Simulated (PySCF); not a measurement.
# Spinor energies of Cu⁺ (copper, charge +1)

Start: [Ar] 3d9 4s1; 3d3/2 filled at m_j = -3/2, -1/2, +1/2, +3/2; 3d5/2 filled at m_j = -3/2, -1/2, +1/2, +3/2, +5/2; 4s1/2 filled at m_j = +1/2. Calculated with PySCF 2.14 in x2c-TZVPall-2c: generalised Hartree-Fock with the X2C-1e Hamiltonian and a Gaussian nucleus; one run each with spin-orbit coupling (SO) switched off, then screened by Boettger's factors. This is a chosen level, not necessarily the ground level.

```tsv
spinor shell	electrons	ε, spin-free (eV)	ε, screened SO (eV)	weight of nominal j (screened SO)	rms radius, screened SO (bohr)
1s1/2	2	-9063.1	-9062.9	1.000	0.0601
2s1/2	2	-1149.8	-1149.7	1.000	0.254
2p1/2	2	-990.22	-1004.6	0.999	0.226
2p3/2	4	-990.22	-983.21	1.000	0.229
3s1/2	2	-156.15	-156.13	1.000	0.762
3p1/2	2	-106.97	-110.01	0.947	0.804
3d3/2	4	-28.988	-29.641	0.814	1.04
3d5/2	5	-28.988	-28.473	0.851	1.05
4s1/2	1	-16.561	-16.561	1.000	2.79
```

(1) Where does 3p3/2 lie, and what is the 3p spin-orbit splitting (screened SO)?

```json
{"quantity": "E (hartree)", "spin-free": "-1652.83772", "screened SO": "-1652.88256"}
{"quantity": "M_J", "spin-free": "3", "screened SO": "3"}
{"quantity": "⟨J²⟩", "spin-free": "12.005", "screened SO": "12.005"}
{"quantity": "⟨L²⟩", "spin-free": "6.005", "screened SO": "6.007"}
{"quantity": "⟨S²⟩", "spin-free": "2.000", "screened SO": "2.002"}
```

Each row is a mean over spinors that exchange with the open shell spreads, by up to 7.426 eV (3p3/2).

Rows whose weight is well below 1 are mixtures of j = l ± 1/2: exchange outweighs spin-orbit coupling there, and the label is only the starting occupation.

Without spin-orbit coupling the j labels of p, d and f shells carry no meaning; the spin-free column gives the mean over the occupied spinors of each nl shell.

Answers

(1) At -105.47 eV, 4.542 eV above 3p1/2.
